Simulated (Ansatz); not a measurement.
Input file for C2H6ClIn, SMILES `ClC[CH2][InH2]`:

```yaml
crystal:
  periodic: [false, false, false]
  atoms:
    - {symbol: Cl, position_ang: [-1.525365, 0.266032, -1.299820]}
    - {symbol: C, position_ang: [-0.803891, -0.995777, -0.186200]}
    - {symbol: C, position_ang: [0.611188, -0.625763, 0.160337]}
    - {symbol: In, position_ang: [0.611911, 1.564727, 0.238603]}
    - {symbol: H, position_ang: [-1.461525, -0.996233, 0.681525]}
    - {symbol: H, position_ang: [-0.926032, -1.931727, -0.731864]}
    - {symbol: H, position_ang: [0.894654, -1.088973, 1.108324]}
    - {symbol: H, position_ang: [1.306533, -0.961545, -0.610308]}
    - {symbol: H, position_ang: [-0.300911, 2.312163, 1.500706]}
    - {symbol: H, position_ang: [1.593449, 2.457096, -0.861284]}
basis:
  gaussian: {orbitals: def2-SVP}
correlation: {method: ccsd_t}
```

```sh
$ ansatz run in.yaml --threads 4 --pin off --events-out ev --progress --plain --max-ram 10444MiB
```

Log, shortened:

```
Functional definition: HF
1101 factors; integrals over basis functions are off by at most 1.4e-3 eV
mean field evaluation 1: about -19799.6571 eV, gradient 2.4e1 eV
mean field evaluation 2: about -19799.6700 eV, gradient 2.4e1 eV
mean field evaluation 4: about -19801.5311 eV, gradient 2.7e0 eV
mean field evaluation 8: about -19801.5605 eV, gradient 1.9e-4 eV
mean field -19801.56048659 eV, -727.6939259025 hartree, gradient 2.7e-6 eV, S^2 0.000000; 0 other end points of the search recorded, 0 dependent functions left out
11 core orbitals not correlated: weight in the atoms' cores, before any rotation towards them, 1.000 or more for the frozen orbitals, at most 0.000 for the correlated occupied ones
reference -19801.56048659 eV, -727.6939259025 hartree; 17, 17 occupied and 74, 74 virtual orbitals, 1101 factors
second order -14.05838589 eV of doubles, -0.00000000 eV of singles
cycle   1  -14.99381689 eV  change   -9.4e-1 eV  update   8.7e-2
cycle   2  -15.44031953 eV  change   -4.5e-1 eV  update   2.7e-2
cycle   3  -15.50716200 eV  change   -6.7e-2 eV  update   1.0e-2
cycle   4  -15.50541569 eV  change    1.7e-3 eV  update   2.8e-3
cycle   5  -15.50497883 eV  change    4.4e-4 eV  update   8.1e-4
cycle   6  -15.50486639 eV  change    1.1e-4 eV  update   2.7e-4
cycle   7  -15.50482048 eV  change    4.6e-5 eV  update   9.5e-5
cycle   8  -15.50482717 eV  change   -6.7e-6 eV  update   3.9e-5
perturbative correction -0.45640802 eV, -0.0167726852 hartree
Total energy: -19817.52172178 eV, -728.2804904766 hartree
```

It took 6 s on 4 threads of an Arm Neoverse V1 on a shared host, with 0.48 GiB of host memory at the peak.

MP2 recovers 88.1 % of the CCSD(T) correlation energy and the triples give 2.9 %; T1 = 0.0094.
